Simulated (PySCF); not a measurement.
Li(OH2)4, H8LiO4 (cation, charge +1), SMILES [OH2]->[Li+](<-[OH2])(<-[OH2])<-[OH2] (B3LYP/def2-SVP optimised geometry):

```
13

Li    -0.533    -0.999     0.000
O     -1.100    -1.908     1.608
H     -0.951    -1.709     2.543
H     -1.632    -2.717     1.596
O     -1.192    -2.019    -1.496
H     -2.001    -1.843    -1.997
H     -0.693    -2.660    -2.022
O     -1.382     0.732     0.000
H     -2.017     1.020     0.671
H     -1.212     1.512    -0.545
O      1.396    -0.999     0.000
H      2.017    -0.446    -0.494
H      1.940    -1.512     0.614
```

Calculation: B3LYP/def2-TZVP (PySCF 2.14.0).

Q: What are the frontier orbital energies?

A: HOMO-2 -13.58 eV, HOMO-1 -13.46 eV, HOMO -13.44 eV, LUMO -4.53 eV, LUMO+1 -3.25 eV.

On the same geometry PBE/def2-TZVP run with PySCF gives HOMO-2 -11.98 eV, HOMO-1 -11.86 eV, HOMO -11.83 eV, LUMO -4.95 eV, LUMO+1 -3.74 eV.

Meta-Löwdin charges at B3LYP/def2-TZVP: Li1 0.78, O2 -0.69, H3 0.37, H4 0.37, O5 -0.69, H6 0.37, H7 0.37, O8 -0.69, H9 0.37, H10 0.37, O11 -0.69, H12 0.37, H13 0.37.
